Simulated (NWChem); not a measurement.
Total energies of BF

```
B
F 1 1.2635
```
Charge 0, spin multiplicity 1.

All runs are NWChem calculations. The geometry was optimised at B3LYP/def2-SVP, a minimum by its harmonic frequencies.

Basis set: def2-QZVP (114 functions).

```json
[
 {"method": "RHF", "total energy (Ha)": "-124.16806", "relative cost": "1"},
 {"method": "MP2", "total energy (Ha)": "-124.51685", "relative cost": "3"},
 {"method": "B2PLYP", "total energy (Ha)": "-124.65699", "relative cost": "4"},
 {"method": "PBE", "total energy (Ha)": "-124.58472", "relative cost": "under 3"},
 {"method": "B3LYP", "total energy (Ha)": "-124.72849", "relative cost": "under 3"},
 {"method": "TPSS", "total energy (Ha)": "-124.73276", "relative cost": "under 3"},
 {"method": "CCSD(T)", "total energy (Ha)": "-124.53896", "relative cost": "80"}
]
```

Total energies of different functionals aren't comparable as a measure of quality: only differences taken within one method are. Costs are rough ratios of processor time within this set of runs, SCF included, with RHF as 1.

The correlated methods keep 2 core orbitals frozen. B3LYP has NWChem's definition, with VWN1-RPA local correlation. The structure started from a generated list of species. No row is a measurement; the coupled-cluster row has its own basis-set and correlation limits.
